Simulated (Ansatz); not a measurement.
Species: NaOH, charge 0, multiplicity 1. SMILES: [OH][Na]
Geometry: optimised at B3LYP-D3(BJ)/def2-TZVP (Ansatz, a first-principles code).

Quantity: vertical electron affinity to the doublet, in eV. Conventions: dispersion terms only where a functional's name holds one; non-relativistic; UHF or UKS for open shells; each state is the SCF solution reached for its charge and spin; 6-31G* and kin with 6d, 5d where marked; 6-311+G** with 5d, 6d on Na to Ar in Ansatz; no spin-orbit coupling. Ab initio and DFT rows: single points at B3LYP-D3(BJ) geometries (Ansatz).

```csv
level,program,vertical electron affinity to the doublet (eV)
B3LYP/STO-3G,Ansatz,-10.22
B3LYP/3-21G,Ansatz,0.25
B3LYP/6-31G*,Ansatz,0.30
B3LYP/6-311+G**,Ansatz,0.53
B3LYP/def2-TZVPD,Ansatz,0.46
```

No value to compare with is used here. The 4 habitual levels span -10.22 (B3LYP/STO-3G) to 0.53 eV (B3LYP/6-311+G**); B3LYP/def2-TZVPD gives 0.46.

The sets are all those run for this method; runs whose electronic state is in doubt are left out.
